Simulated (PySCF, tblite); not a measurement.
Parent: `[CH3:1][c:2]1[cH:3][cH:4][cH:5][c:6]2[n:7][n:8][nH:9][c:10]12`, C7H7N3.

Structures optimised with GFN2-xTB, isolated species. One conformer each, not checked by frequencies here.

| coordinate of the parent | value |
| --- | --- |
| C1–C2 | 1.497 Å |
| C2–C3 | 1.379 Å |
| C3–C4 | 1.403 Å |
| C4–C5 | 1.373 Å |
| C5–C6 | 1.395 Å |
| C6–N7 | 1.365 Å |
| N7–N8 | 1.263 Å |
| N8–N9 | 1.341 Å |
| N9–C10 | 1.362 Å |
| C2–C10 | 1.396 Å |
| C6–C10 | 1.416 Å |
| C1–C2–C3 | 123.5° |
| C1–C2–C10 | 121.3° |
| C3–C2–C10 | 115.2° |
| C2–C3–C4 | 122.7° |
| C3–C4–C5 | 122.1° |
| C4–C5–C6 | 116.8° |
| C5–C6–N7 | 132.0° |
| C5–C6–C10 | 120.5° |
| N7–C6–C10 | 107.5° |
| C6–N7–N8 | 109.2° |
| N7–N8–N9 | 110.3° |
| N8–N9–C10 | 109.8° |
| C2–C10–N9 | 134.1° |
| C2–C10–C6 | 122.7° |
| C6–C10–N9 | 103.2° |

Task: How does the shared frame change in `[SiH3:1][c:2]1[cH:3][cH:4][cH:5][c:6]2[n:7][n:8][nH:9][c:10]12`, C6H7N3Si? Atoms pair as C2 = C2, C3 = C3, C4 = C4, C5 = C5, C6 = C6, N7 = N7, N8 = N8, N9 = N9, C10 = C10 (parent first).

Result: 
```json
{"parent": "C2–C3", "relative": "C2–C3", "value in the relative": "1.384 Å", "change": "+0.005"}
{"parent": "C3–C4", "relative": "C3–C4", "value in the relative": "1.401 Å", "change": "-0.002"}
{"parent": "C4–C5", "relative": "C4–C5", "value in the relative": "1.375 Å", "change": "+0.002"}
{"parent": "C5–C6", "relative": "C5–C6", "value in the relative": "1.395 Å", "change": "0.000"}
{"parent": "C6–N7", "relative": "C6–N7", "value in the relative": "1.365 Å", "change": "0.000"}
{"parent": "N7–N8", "relative": "N7–N8", "value in the relative": "1.263 Å", "change": "0.000"}
{"parent": "N8–N9", "relative": "N8–N9", "value in the relative": "1.342 Å", "change": "+0.001"}
{"parent": "N9–C10", "relative": "N9–C10", "value in the relative": "1.360 Å", "change": "-0.002"}
{"parent": "C2–C10", "relative": "C2–C10", "value in the relative": "1.396 Å", "change": "0.000"}
{"parent": "C6–C10", "relative": "C6–C10", "value in the relative": "1.417 Å", "change": "+0.001"}
{"parent": "C3–C2–C10", "relative": "C3–C2–C10", "value in the relative": "114.3°", "change": "-0.9"}
{"parent": "C2–C3–C4", "relative": "C2–C3–C4", "value in the relative": "123.2°", "change": "+0.5"}
{"parent": "C3–C4–C5", "relative": "C3–C4–C5", "value in the relative": "122.0°", "change": "-0.1"}
{"parent": "C4–C5–C6", "relative": "C4–C5–C6", "value in the relative": "116.7°", "change": "-0.1"}
{"parent": "C5–C6–N7", "relative": "C5–C6–N7", "value in the relative": "132.1°", "change": "+0.1"}
{"parent": "C5–C6–C10", "relative": "C5–C6–C10", "value in the relative": "120.3°", "change": "-0.2"}
{"parent": "N7–C6–C10", "relative": "N7–C6–C10", "value in the relative": "107.6°", "change": "+0.1"}
{"parent": "C6–N7–N8", "relative": "C6–N7–N8", "value in the relative": "109.1°", "change": "-0.1"}
{"parent": "N7–N8–N9", "relative": "N7–N8–N9", "value in the relative": "110.3°", "change": "0.0"}
{"parent": "N8–N9–C10", "relative": "N8–N9–C10", "value in the relative": "109.9°", "change": "+0.1"}
{"parent": "C2–C10–N9", "relative": "C2–C10–N9", "value in the relative": "133.4°", "change": "-0.7"}
{"parent": "C2–C10–C6", "relative": "C2–C10–C6", "value in the relative": "123.4°", "change": "+0.7"}
{"parent": "C6–C10–N9", "relative": "C6–C10–N9", "value in the relative": "103.2°", "change": "0.0"}
```

Of the parent's bonds, C2–C3 changes most (+0.005 Å). Bonds of the relative outside the shared frame: Si1–C2 1.883 Å.

Task: How does the shared frame change in `[F:1][c:2]1[cH:3][cH:4][cH:5][c:6]2[n:7][n:8][nH:9][c:10]12`, C6H4FN3? Atoms pair as C2 = C2, C3 = C3, C4 = C4, C5 = C5, C6 = C6, N7 = N7, N8 = N8, N9 = N9, C10 = C10 (parent first).

Result: 
| parent | relative | value in the relative | change |
| --- | --- | --- | --- |
| C2–C3 | C2–C3 | 1.373 Å | -0.006 |
| C3–C4 | C3–C4 | 1.402 Å | -0.001 |
| C4–C5 | C4–C5 | 1.374 Å | +0.001 |
| C5–C6 | C5–C6 | 1.395 Å | 0.000 |
| C6–N7 | C6–N7 | 1.364 Å | -0.001 |
| N7–N8 | N7–N8 | 1.262 Å | -0.001 |
| N8–N9 | N8–N9 | 1.339 Å | -0.002 |
| N9–C10 | N9–C10 | 1.359 Å | -0.003 |
| C2–C10 | C2–C10 | 1.389 Å | -0.007 |
| C6–C10 | C6–C10 | 1.420 Å | +0.004 |
| C3–C2–C10 | C3–C2–C10 | 118.7° | +3.5 |
| C2–C3–C4 | C2–C3–C4 | 120.7° | -2.0 |
| C3–C4–C5 | C3–C4–C5 | 122.1° | 0.0 |
| C4–C5–C6 | C4–C5–C6 | 117.4° | +0.6 |
| C5–C6–N7 | C5–C6–N7 | 132.1° | +0.1 |
| C5–C6–C10 | C5–C6–C10 | 120.9° | +0.4 |
| N7–C6–C10 | N7–C6–C10 | 107.0° | -0.5 |
| C6–N7–N8 | C6–N7–N8 | 109.3° | +0.1 |
| N7–N8–N9 | N7–N8–N9 | 110.6° | +0.3 |
| N8–N9–C10 | N8–N9–C10 | 109.5° | -0.3 |
| C2–C10–N9 | C2–C10–N9 | 136.2° | +2.1 |
| C2–C10–C6 | C2–C10–C6 | 120.2° | -2.5 |
| C6–C10–N9 | C6–C10–N9 | 103.6° | +0.4 |

Of the parent's bonds, C2–C3 and C2–C10 change most and about equally (-0.007 to -0.006 Å). Bonds of the relative outside the shared frame: F1–C2 1.352 Å. Point group Cs → Cs.

All values are computed, not measured.
